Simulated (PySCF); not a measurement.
C7H10O.
Z-matrix (Å and degrees, GFN2-xTB geometry), rows numbered from 1:
```
C 
C   1  1.3274
C   2  1.4596  1  125.79
C   3  1.4672  2  120.07  1    18.31
C   4  1.3249  3  124.66  2    42.09
C   3  1.3424  2  119.43  1  -161.33
C   6  1.4992  3  125.22  2   179.78
O   7  1.4074  6  113.31  3   178.91
H   1  1.0766  2  122.10  3    -0.78
H   1  1.0767  2  121.38  3   178.51
H   2  1.0831  1  119.33  3  -176.95
H   4  1.0831  3  115.47  2  -140.13
H   5  1.0771  4  121.74  3   178.83
H   5  1.0774  4  121.81  3     0.01
H   6  1.0824  3  119.79  2     0.03
H   7  1.1030  6  109.90  3    54.83
H   7  1.0964  6  110.39  3   -63.51
H   8  0.9635  7  108.80  6   -57.09
```

Level of theory: PBE0/def2-SVPD in PySCF (dipole) on a GFN2-xTB geometry, gas phase.

Masses are those of the commonest isotopes; rigid-rotor values at the optimised geometry. The values belong to one conformer with, in the numbering `[CH2:1]=[CH:2][C:3]([CH:4]=[CH2:5])=[CH:6][CH2:7][OH:8]`, C1–C2–C3–C4 18°, C2–C3–C4–C5 42°, C3–C6–C7–O8 179°, C6–C7–O8–H -57°.

Q: What are A, B and C (cm⁻¹)?

A: Ia = 132.50, Ib = 455.00, Ic = 569.62 u·Å²; 505379 MHz·u·Å²/I gives 3814, 1111 and 887.2 MHz, that is A = 0.12722, B = 0.03705, C = 0.02959 cm⁻¹.

Q: Classify the top.

A: An asymmetric top; Ray's κ = -0.847.

Q: What does the inertial defect say?

A: Not planar: Δ = Ic − Ia − Ib = -17.89 u·Å². For a rigid frame Δ = −2 Σ m c², so Σ m c² = 8.95 u·Å² lies off the ab plane: 5.62 from hydrogen and 3.33 from heavier atoms. The atom farthest from that plane is 1.14 Å away.

Q: Give the other two planar moments, Paa and Pbb, and the rms extents of the mass along the axes.

A: Paa = Σ m a² = (Ib + Ic − Ia)/2 = 446.06 and Pbb = Σ m b² = (Ia + Ic − Ib)/2 = 123.56 u·Å². With the mass M = 110.07 u, the rms extents √(P/M) along a, b and c are 2.01, 1.06, 0.29 Å.

Q: Where do the levels up to J = 5 lie, in cm⁻¹?

A: Above 0(0,0):
J = 1: 1(0,1) 0.0666, 1(1,1) 0.1568, 1(1,0) 0.1643
J = 2: 2(0,2) 0.1995, 2(1,2) 0.2827, 2(1,1) 0.3050, 2(2,1) 0.5755, 2(2,0) 0.5760
J = 3: 3(0,3) 0.3977, 3(1,3) 0.4711, 3(1,2) 0.5158, 3(2,2) 0.7755, 3(2,1) 0.7777, 3(3,1) 1.2452, 3(3,0) 1.2453
J = 4: 4(0,4) 0.6599, 4(1,4) 0.7220, 4(1,3) 0.7964, 4(2,3) 1.0417, 4(2,2) 1.0482, 4(3,2) 1.5127, 4(3,1) 1.5128, 4(4,1) 2.1692, 4(4,0) 2.1692
J = 5: 5(0,5) 0.9847, 5(1,5) 1.0348, 5(1,4) 1.1461, 5(2,4) 1.3739, 5(2,3) 1.3889, 5(3,3) 1.8472, 5(3,2) 1.8477, 5(4,2) 2.5034, 5(4,1) 2.5034, 5(5,1) 3.3476, 5(5,0) 3.3476
The levels of one J sum to (2J + 1)J(J + 1)(A + B + C)/3.

Q: Which lines would a microwave search look for?

A: The dipole components are |μa| = 1.08 D, |μb| = 0.18 D, |μc| = 1.09 D. The squared components, which scale the intensities, stand as 0.97 : 0.03 : 1.00 (a : b : c). Some lines, for components of 0.1 D or more:

```csv
type,branch,"J(Ka,Kc)",MHz,lower level (cm⁻¹)
c,Q,"4(1,4) ← 4(0,4)",1861,0.660
a,R,"1(0,1) ← 0(0,0)",1998,0.000
a,Q,"5(1,4) ← 5(1,5)",3339,1.035
b,Q,"4(1,3) ← 4(0,4)",4092,0.660
a,R,"4(1,4) ← 3(1,3)",7520,0.471
b,Q,"4(2,2) ← 4(1,3)",7551,0.796
b,R,"4(1,4) ← 3(0,3)",9722,0.398
b,R,"5(1,5) ← 4(0,4)",11239,0.660
c,Q,"4(3,2) ← 4(2,2)",13923,1.048
b,R,"4(2,2) ← 3(1,3)",17302,0.471
b,Q,"5(4,2) ← 5(3,3)",19672,1.847
b,Q,"4(4,1) ← 4(3,2)",19683,1.513
c,R,"3(3,1) ← 2(2,1)",20077,0.576
b,R,"3(3,0) ← 2(2,1)",20078,0.576
b,R,"5(3,3) ← 4(2,2)",23953,1.048
b,Q,"5(5,0) ← 5(4,1)",25308,2.503
c,R,"5(4,2) ← 4(3,2)",29702,1.513
b,R,"5(5,1) ← 4(4,0)",35328,2.169
```

Q: Estimate the classical rotational partition function at 10 K, 50 K and 500 K.

A: Point group C1, symmetry number σ = 1; q = (√π/σ)·√((kT/h)³/(ABC)), k/h = 20836.6 MHz/K: 2750 at 10 K, 30700 at 50 K, 972000 at 500 K.

Whether it is a minimum is left open (no frequencies). Constants of a rigid frame at the computed geometry: no zero-point averaging, no centrifugal distortion.
